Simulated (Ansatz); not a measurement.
`CNC(=N)[SiH3]` + H₂ → `N=C[SiH3]` + CH₃NH₂ at 500 K and 1 bar (hydrogenolysis of a C–N bond).

Gas-phase electronic energies from Ansatz, PBE0-D4/def2-TZVP geometries. CCSD(T)/CBS adds triple-zeta CCSD(T) − MP2 to the extrapolated MP2 energy (def2 sets, frozen cores). This one scheme is used for every species. One conformer a species, not always the lowest.

| species | CCSD(T)/CBS energy (Eh) | H − E (kJ/mol) | S (J/(mol·K)) |
| --- | --- | --- | --- |
| `CNC(=N)[SiH3]` | -479.37596 | 316.8 | 424.3 |
| H₂ | -1.17544 | 41.0 | 145.5 |
| `N=C[SiH3]` | -384.79808 | 178.1 | 332.3 |
| CH₃NH₂ | -95.75281 | 191.8 | 270.3 |

H − E and S are ideal-gas, rigid-rotor, harmonic terms from PBE0-D4/def2-TZVP, for one conformer and one mirror image of each species. For small species the MP2-based limit differs from directly extrapolated CCSD(T) by up to some mEh (0.8 for H₂); such offsets cancel only in part. 1 Eh = 2625.50 kJ/mol, R = 8.31446 J/(mol·K).

Question: By hand: ΔE, ΔH, ΔS and ΔG.

Answer: ΔE = (-384.79808) + (-95.75281) − (-479.37596) − (-1.17544) = 0.00051 Eh = 1.3 kJ/mol. Δ(H − E) = 178.1 + 191.8 − 316.8 − 41.0 = 12.1, so ΔH = 13.4 kJ/mol. ΔS = 332.3 + 270.3 − 424.3 − 145.5 = 32.8 J/(mol·K). ΔG = 13.4 − 500 × (32.8)/1000 = -3.0 kJ/mol.

Question: By hand: the equilibrium constant, and the temperature at which ΔG would vanish if ΔH and ΔS stayed fixed.

Answer: log₁₀ K = −ΔG/(RT ln 10) = 0.3. ΔG = 0 at ΔH/ΔS = 409 K.

TΔS isn't small against ΔH here. The sign of ΔG lies within the doubt. A doubt of 5 kJ/mol in ΔE shifts log₁₀ K by 0.5 here. Other conformers and mirror images would add mixing entropy, several J/(mol·K) or more a flexible species. These are equilibria of isolated gas molecules and say nothing of rates. Largest T1 diagnostic: 0.014 (customary marks: 0.02 for closed shells, 0.045 for open ones).
